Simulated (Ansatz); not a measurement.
# C2HFGaMg−: where a starting geometry ends

The starting geometry of this gas-phase triplet was optimised with r2SCAN-D4.

| atom | x (Å) | y (Å) | z (Å) |
| --- | --- | --- | --- |
| C | -0.1508 | -0.4182 | -1.5997 |
| C | -0.3516 | 0.0085 | -0.4212 |
| F | -1.0284 | 1.9516 | 1.9814 |
| Ga | -0.8712 | 1.9283 | 0.1495 |
| Mg | -0.5730 | 1.6933 | -2.8044 |
| H | 0.1032 | -1.2313 | -2.2670 |

Problem. Predict what becomes of its bonds when it is optimised with B3LYP-D3(BJ)/def2-SVPD.

Solution. A bond breaks, giving a structure given below by its coordinates. Distances that change by over a tenth: Ga4–Mg5 (2.98 → 2.58 Å). Contacts that open: C1–Mg5 (2.47 → 5.29 Å).

The energy falls by 0.95 eV over 21 steps:

```
step  E − E(last) (eV)
   1             0.948
   3             0.524
   5             0.460
   8             0.353
  10             0.230
  12             0.134
  14             0.055
  17             0.004
  19             0.000
  21             0.000
```

Final geometry (Å):

```yaml
atoms:
  - { symbol: C, position_ang: [0.0228, -1.2342, -1.2623] }
  - { symbol: C, position_ang: [-0.2857, -0.0966, -0.9189] }
  - { symbol: F, position_ang: [-0.9459, 1.8397, 1.3191] }
  - { symbol: Ga, position_ang: [-0.7833, 1.7916, -0.5260] }
  - { symbol: Mg, position_ang: [-1.1718, 3.8629, -2.0221] }
  - { symbol: H, position_ang: [0.2922, -2.2313, -1.5513] }
```

Frequencies at the end are all real (lowest 57 cm⁻¹). Open shells are spin-unrestricted. The triplet needn't be the ground state. Run with Ansatz 0.2.0, 3.3 min on 2 threads of Arm Neoverse V1, on a shared host.
